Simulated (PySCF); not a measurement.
# Electron correlation in Hg⁺ (mercury, charge +1)

Starting occupation: [Xe] 4f14 5d10 6s1, 6s1/2 with m_j = +1/2. All numbers are calculated (PySCF 2.14, X2C-1e with screened-nucleus spin-orbit coupling, Gaussian nucleus, in x2c-SVPall-2c with one added diffuse shell each of s, p, d type (8s11p10d2f, 105 functions)). Frozen: [Kr] 4d10 4f14; 19 electrons correlated; the 22 highest virtual spinors left out.

MP2 pair energies summed by pair of shells (mhartree):

```csv
pair,energy,share (%)
5d3/2-5d5/2,-99.95,32.0
5d5/2-5d5/2,-71.84,23.0
5d3/2-5d3/2,-29.27,9.4
5d5/2-5p3/2,-20.73,6.6
5d5/2-6s1/2,-17.51,5.6
5d3/2-5p3/2,-14.16,4.5
5d3/2-6s1/2,-10.42,3.3
5d5/2-5p1/2,-9.64,3.1
5p3/2-5p3/2,-8.18,2.6
5p1/2-5p3/2,-7.59,2.4
5d3/2-5p1/2,-6.29,2.0
5d5/2-5s1/2,-3.94,1.3
5p3/2-5s1/2,-2.85,0.9
5d3/2-5s1/2,-2.68,0.9
5p1/2-5p1/2,-2.10,0.7
5p3/2-6s1/2,-1.74,0.6
5s1/2-5s1/2,-1.36,0.4
5p1/2-5s1/2,-1.34,0.4
5p1/2-6s1/2,-0.66,0.2
5s1/2-6s1/2,-0.26,0.1
```

Total MP2 correlation energy: -312.50 mhartree.

This basis was not built for core-valence correlation, so the inner-shell part is incomplete.
